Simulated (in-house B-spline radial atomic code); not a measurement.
The numbers below are computed, except where a source is named.
# Making a Troullier-Martins s channel for Pd, r_c = 1.1 bohr

Pd, [Kr] 4d10, non-relativistic LDA (VWN5), spherical and spin-unpolarised, from a B-spline radial code for spherical atoms (atomic units). The all-electron 4s level is ε = -2.889172 hartree, its outermost node lies just inside 0.48 bohr and its outer maximum at 0.87 bohr.

Inside r_c the pseudo-orbital is u(r) = r^1 exp(p(r)), with p = c0 + c2 r² + c4 r⁴ + … + c12 r¹². The seven coefficients follow from p and its first four derivatives at r_c, from zero curvature of the screened potential at the origin, c4 = −c2²/(2l + 5), and from the norm inside r_c. At r_c the all-electron orbital has P = 1.021146, P' = -1.162661, the screened potential V = -3.841595, V' = 9.28204, V'' = -28.07883, and the norm inside is Q = 0.6774919.

Q: What are p, p' and p'' at r_c?

A: p = ln(P/r_c^1) = ln(1.021146/1.1) = -0.07438. p' = P'/P − 1/r_c = -1.13858 − 0.90909 = -2.04768. The radial equation gives p'' = 2(V − ε) − 2(1) p'/r_c − p'² = -1.90485 − (-3.72305) − 4.19297 = -2.37477. Differentiating, p''' = 2V' + 2(1)p'/r_c² − 2(1)p''/r_c − 2p'p'' = 9.7717, and p'''' = 2V'' − 4(1)p'/r_c³ + 4(1)p''/r_c² − 2(1)p'''/r_c − 2p''² − 2p'p''' = -46.882.

For a trial c2 the five matching conditions are linear in c0, c6, c8, c10 and c12, and c2 is varied until the norm inside r_c equals Q. The root nearest zero gives:

```
 n         c_n
 0  -0.3267133
 2    2.489309
 4   -1.239332
 6   -4.049602
 8    5.424155
10   -2.657961
12   0.4766069
```

Q: Check c4 and p(r_c), and find the screened pseudopotential at the origin.

A: −c2²/5 = -1.23933, as listed. The terms c_n r_c^n are -0.32671, 3.01206, -1.81451, -7.17412, 11.62716, -6.89407, 1.49580, which sum to -0.07438. Inverting the radial equation, V_l(r) = ε + 1 p'/r + (p'' + p'²)/2, so V_l(0) = ε + (2l + 3) c2 = -2.889172 + 3 × (2.48931) = 4.5788 hartree, finite where the all-electron potential diverges.

Orbitals and screened potentials:

```tsv
r (bohr)	P	u	V all-electron	V pseudo
0.11	0.4071	0.08175	-269.7	4.563
0.275	-0.639	0.2374	-67.0	3.995
0.44	-0.15	0.4797	-28.95	1.324
0.605	0.6922	0.8174	-15.52	-3.688
0.77	1.12	1.11	-9.251	-7.276
0.935	1.167	1.166	-5.839	-6.156
1.1	1.021	1.021	-3.842	-3.842
```

Logarithmic derivatives P'/P at R = 1.4 bohr, for energies E around ε:

```json
{"E − ε (hartree)": "-0.5", "all-electron": "-0.260895", "pseudo": "-0.263893"}
{"E − ε (hartree)": "-0.25", "all-electron": "-0.883784", "pseudo": "-0.884902"}
{"E − ε (hartree)": "-0.1", "all-electron": "-1.36574", "pseudo": "-1.36597"}
{"E − ε (hartree)": "0", "all-electron": "-1.75213", "pseudo": "-1.75213"}
{"E − ε (hartree)": "0.1", "all-electron": "-2.20836", "pseudo": "-2.20872"}
{"E − ε (hartree)": "0.25", "all-electron": "-3.0761", "pseudo": "-3.07928"}
{"E − ε (hartree)": "0.5", "all-electron": "-5.40401", "pseudo": "-5.43081"}
```

Q: With P(R) = 0.6525828 and a norm of 0.8904972 inside R, what slope in energy does norm conservation fix?

A: d(P'/P)/dE = −2 × (norm inside R)/P(R)² = -4.1821 per hartree·bohr at E = ε, for both atoms, since orbital and norm agree at R. Differences over ±0.1 hartree give -4.2131 (all-electron) and -4.2138 (pseudo), which also hold third-order terms. Half a hartree below ε the two curves differ by -0.0030.
